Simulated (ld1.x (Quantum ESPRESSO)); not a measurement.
# What one change does to a pseudopotential (chlorine, ultrasoft)

ld1.x (Quantum ESPRESSO) 7.5 input, shortened:

```
&input
   title='Cl', zed=17., rel=1, dft='PZ', iswitch=3,
   config='[Ne] 3s2 3p5'
 /
 &inputp
   pseudotype=3, tm=.true., lloc=-1, rcloc=1.10,
   nlcc=.true., new_core_ps=.true.
 /
4
3S  1  0   2.00   0.00  0.85  1.15  0.0
3S  1  0   0.00   2.75  0.85  1.15  0.0
3P  2  1   5.00   0.00  0.95  1.25  0.0
3P  2  1   0.00   4.45  0.95  1.25  0.0
 &test
   configts(1)='3s2 3p5'
 /
```

Change: local potential all-electron potential smoothed inside 0.64 bohr (lloc = -1).

Cutoffs: the cutoffs (Ry, on a coarse ladder) from which the occupation-weighted sum of valence levels, in a spherical-Bessel basis at the reference potential, stays within 10 and 1 mRy of its value at 400 Ry; they do not see the model core or the augmentation charge, which bear on the density cutoff. Errors are all-electron minus pseudo energies relative to the spin-unpolarised reference configuration.

Question: What does the change do?

Answer: The potential gets neither clearly harder nor softer (30 Ry and 60 Ry → 30 Ry and 55 Ry); a bound ghost appears in s, which as a rule spoils a file; of the 9 tests that both files solve, the error grows in 0 and shrinks in 1 by more than 15 % and 0.3 meV (median size 6.5 → 5.4 meV); the range in which the s phases agree widens (upper end 3.8 → at the end of the scan). A state that the projectors do not describe sees the local part alone, so a deeper or shallower local part can create or remove a ghost.

| quantity | base | changed |
| --- | --- | --- |
| cutoff, loose | 30 Ry | 30 Ry |
| cutoff, tight | 60 Ry | 55 Ry |
| loose cutoff by channel (10 mRy a level) | s 25 Ry, p 15 Ry | s 21 Ry, p 15 Ry |
| bound ghosts | none | s |
| error for 3s2 3p4, meV [ΔE 13.97 eV] | +0.1 | 0.0 |
| error for 3s2 3p3, meV [ΔE 39.50 eV] | +6.5 | +5.4 |
| error for 3s2 3p2, meV [ΔE 77.89 eV] | +28 | +24 |
| error for 3s1 3p6, meV [ΔE 12.05 eV] | -7.0 | -7.3 |
| error for 3s2 3p1, meV [ΔE 130.27 eV] | +77 | +66 |
| error for 3s1 3p5, meV [ΔE 26.57 eV] | -9.0 | -9.7 |
| error for 3s2 3p5.3, meV [ΔE -2.17 eV] | +0.3 | +0.3 |
| error for 3s2 3p5 (spin-polarised), meV [ΔE -0.19 eV] | -0.6 | -0.6 |
| error for 3s2 3p4 (spin-polarised), meV [ΔE 13.09 eV] | -3.1 | -3.3 |
| s: phases at 1.35 bohr within 0.05 rad from the reference energy up to (Ry; the scan ends near 5) | 3.8 | to the end of the scan |
| p: phases at 1.35 bohr within 0.05 rad from the reference energy up to (Ry; the scan ends near 5) | to the end of the scan | to the end of the scan |
| lowest overlap eigenvalue by channel | s 0.59, p 0.59 | s 0.58, p 0.49 |

 A true bound ghost makes a file unfit for plane-wave use even where its test errors are small: the radial tests pick states by their node count and pass the ghost by.
